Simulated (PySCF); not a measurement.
CdI: energy against distance

Set-up: PySCF, scalar-relativistic core potentials, basis sets Cd def2-SVP with ECP28, I def2-SVP with ECP28. Energies in eV from Cd + I in their ground configurations at the same level. State: ²Σ⁺ (doublet), unpaired electrons σ ↑.

| R (Å) | CAM-B3LYP | UHF |
| --- | --- | --- |
| 2.340 | -0.330 | -0.136 |
| 2.449 | -0.768 | -0.640 |
| 2.558 | -0.992 | -0.912 |
| 2.639 | -1.063 | -1.008 |
| 2.721 | -1.078 | -1.038 |
| 2.803 | -1.051 | -1.020 |
| 2.912 | -0.976 | -0.943 |
| 3.047 | -0.846 | -0.794 |
| 3.211 | -0.678 | -0.585 |
| 3.429 | -0.475 | -0.328 |

Put a parabola through the three lowest points of the CAM-B3LYP curve and estimate Re, k and ωe (reduced mass 60.03 u; 1 eV/Å² = 0.16022 mdyn/Å; ωe = 1302.8·√(k/μ) cm⁻¹).

Through R = 2.639, 2.721, 2.803 Å the second-order coefficient is 3.12 eV/Å², so Re ≈ 2.709 Å, k ≈ 1.00 mdyn/Å and ωe ≈ 168 cm⁻¹. A polynomial fit of higher order to the unrounded CAM-B3LYP energies gives Re = 2.705 Å, k = 1.04 mdyn/Å, ωe = 171 cm⁻¹; anharmonicity and rounding make the difference.

The higher-order fit for each curve: CAM-B3LYP: Re = 2.705 Å, ωe = 171 cm⁻¹, De = 1.08 eV; UHF: Re = 2.727 Å, ωe = 179 cm⁻¹, De = 1.04 eV.

Spin–orbit coupling is left out, which matters for elements this heavy, above all for dissociation energies. The state was picked by a PBE0 search and need not be the measured ground state.
